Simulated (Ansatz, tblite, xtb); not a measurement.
# A ladder of methods for CHClFNSi (SMILES N#C[SiH](F)Cl)

The species is CHClFNSi (6 atoms), meant as a singlet with charge 0. SMILES: `N#C[SiH](F)Cl`. The shape is that of a PBE0-D4/def2-TZVP optimisation.

Each level gives the dipole moment (D). The values are calculated.

```tsv
level	kind	program	value (D)
GFN2-xTB	semi-empirical	xtb	2.62
GFN0-xTB	semi-empirical	xtb	3.98
GFN1-xTB	semi-empirical	xtb	2.55
IPEA1-xTB	semi-empirical	tblite	2.89
HF/STO-3G	Hartree–Fock	Ansatz	2.84
HF/3-21G	Hartree–Fock	Ansatz	2.54
HF/def2-SVP	Hartree–Fock	Ansatz	2.68
HF/def2-TZVP	Hartree–Fock	Ansatz	2.82
BLYP/cc-pVTZ	GGA	Ansatz	2.55
B3LYP/6-31G* (spherical functions)	global hybrid	Ansatz	2.44
```

The values span 2.44 to 3.98 D. Sets without polarisation functions give poor dipoles.
